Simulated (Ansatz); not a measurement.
Consider the cleavage of the Si–Si bond: `[SiH3][SiH2][SiH]1[CH2][AlH]1` + `CNC` → `CN(C)[SiH3]` + `[SiH3][SiH]1[CH2][AlH]1`.

Calculated with Ansatz (gas phase, PBE0-D4/def2-TZVP geometries, no zero-point term in ΔE). CCSD(T)/CBS is the MP2 limit (def2-TZVPP, def2-QZVPP) plus CCSD(T) − MP2 in def2-TZVPP, frozen cores. DFT in def2-TZVPP. B3LYP here is the variant with VWN-RPA as its local correlation; programs differ in this. Each species was taken in one conformer, which may not be the lowest.

`[SiH3][SiH2][SiH]1[CH2][AlH]1`:

```xyz
14

Si   -0.087    1.089   -2.691
Si   -1.022    0.521   -0.625
Si    0.326   -1.015    0.481
C    -0.048   -1.145    2.375
Al    1.634   -0.174    2.212
H    -0.941    2.063   -3.425
H     1.256    1.696   -2.486
H     0.068   -0.128   -3.533
H    -2.420    0.034   -0.821
H    -1.095    1.749    0.222
H     0.465   -2.295   -0.269
H    -1.004   -0.777    2.744
H     0.113   -2.163    2.750
H     2.753    0.545    3.065
```

`CNC`:

Z-matrix (Å, degrees):
```
C
N 1 1.445
H 1 1.094 2 109.4
H 1 1.092 2 110.0 3 117.9
H 1 1.104 2 114.0 3 -120.2
C 2 1.445 1 112.8 3 65.3
H 2 1.011 1 109.8 3 -171.9
H 6 1.104 2 114.0 1 54.9
H 6 1.094 2 109.4 1 -65.3
H 6 1.092 2 110.0 1 176.8
```

`CN(C)[SiH3]`:

```xyz
13

C    -0.245    1.365   -0.491
N     0.163    0.029   -0.137
C    -0.305   -0.982   -1.053
Si    0.573   -0.369    1.483
H    -1.339    1.494   -0.480
H     0.105    1.618   -1.500
H     0.185    2.093    0.201
H     0.044   -0.768   -2.070
H    -1.404   -1.049   -1.088
H     0.081   -1.964   -0.769
H    -0.588   -0.562    2.409
H     1.395    0.740    2.033
H     1.335   -1.646    1.462
```

`[SiH3][SiH]1[CH2][AlH]1`:

Cartesian coordinates in Å:
```
Si -1.936 -0.378 -0.335
Si 0.175 -0.686 0.586
C 1.209 0.949 0.546
Al 1.957 -0.207 -0.832
H -2.564 -1.676 -0.702
H -2.869 0.359 0.564
H -1.775 0.428 -1.579
H 0.155 -1.443 1.870
H 1.891 1.021 1.403
H 0.686 1.898 0.429
H 3.071 -0.265 -1.950
```

```json
{"level": "r2SCAN-D4", "ΔE (eV)": "-0.29"}
{"level": "PBE0-D4", "ΔE (eV)": "-0.23"}
{"level": "B3LYP-D4", "ΔE (eV)": "-0.37"}
{"level": "r2SCAN", "ΔE (eV)": "-0.29"}
{"level": "B3LYP", "ΔE (eV)": "-0.34"}
{"level": "CCSD(T)/def2-TZVPP", "ΔE (eV)": "-0.36"}
{"level": "HF/def2-QZVPP", "ΔE (eV)": "-0.49"}
{"level": "MP2/def2-QZVPP", "ΔE (eV)": "-0.44"}
```

What does CCSD(T)/CBS give? (Best estimate.)

Computed: -0.35 eV. The listed levels differ from it by 0.06, 0.12, -0.02, 0.06, 0.01, -0.01, -0.14, -0.09 eV.

Largest T1 diagnostic among the species: 0.014.

In def2-TZVPP, CCSD(T) changes the Hartree–Fock value by +0.12 eV (the triples alone add +0.02 eV) and MP2 by +0.04 eV. From PBE to PBE0 (25 % exact exchange), in def2-TZVPP and without D4, ΔE moves by −0.05 eV.
